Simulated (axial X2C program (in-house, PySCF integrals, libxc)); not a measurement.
# CI: from Re and ωe to a spectrum

A bond curve at the CCSD(T) level, two-component, was computed with an in-house all-electron X2C program for linear molecules (integrals from PySCF) (basis I dyall-cv3z [11s12p8d4f1g], C dyall-v3z [7s6p2d1f] (cores contracted in-house)) for the state Ω = 1/2 (⟨Sz⟩ = -0.50, ⟨Lz⟩ = 1.00 at HF). Its fit gives Re = 2.0346 Å, ωe = 636.6 cm⁻¹, ωexe = 2.73 cm⁻¹ and αe = 2.801e-03 cm⁻¹; the masses are 126.9045 and 12.0000 u. Two-component means X2C with spin–orbit coupling and atomic mean-field Coulomb and Gaunt terms.

Correlated methods: 11 electrons correlated (number of frozen shells: I 4 s, 3 p, 2 d; C 1 s), 221 virtual spin orbitals or spinors in MP2, 90 natural virtuals in coupled cluster.

(1) Find the reduced mass, Be and the force constant.

(2) Estimate De from a Morse curve and compare with the computed well depth of 2.551 eV to I + C.

(3) A Morse curve ties αe to the other constants (Pekeris). How well does that hold?

(4) Where do the fundamental and the first overtone lie?

(5) Estimate the centrifugal constant by the Kratzer relation.

Occupations by symmetry block were frozen at the best pattern of an incomplete PBE0 search. Dissociation energies refer to the lowest single-determinant-based atoms at the same level and basis. CCSD and (T) use frozen natural virtuals with an MP2 correction for the truncation; (T) itself is uncorrected, so its De runs slightly low. The 2c atoms are single determinants rather than J levels; their spin–orbit lowering is only partly caught, and De is too large by that part. This holds for CCSD(T).

Answers

(1) From the CCSD(T) values: μ = 10.9633 u. Be = 16.8576/(μ Re²) = 0.3714 cm⁻¹. k = 5.8918×10⁻⁷ μ ωe² = 2.62 mdyn/Å.

(2) De(Morse) = ωe²/(4ωexe) = 4.601 eV against 2.551 eV computed, a ratio of 1.80. The extrapolation overshoots: the well softens faster than a Morse curve, or the lowest atomic limit lies below the one to which the curve heads.

(3) αe(Morse) = 6Be²/ωe × (√(ωexe/Be) − 1) = 2.225e-03 cm⁻¹; the CCSD(T) curve gives 2.801e-03 cm⁻¹, a ratio of 0.79.

(4) ν(1←0) = ωe − 2ωexe = 631.1 cm⁻¹; ν(2←0) = 2ωe − 6ωexe = 1256.8 cm⁻¹.

(5) D = 4Be³/ωe² = 5.06e-07 cm⁻¹.
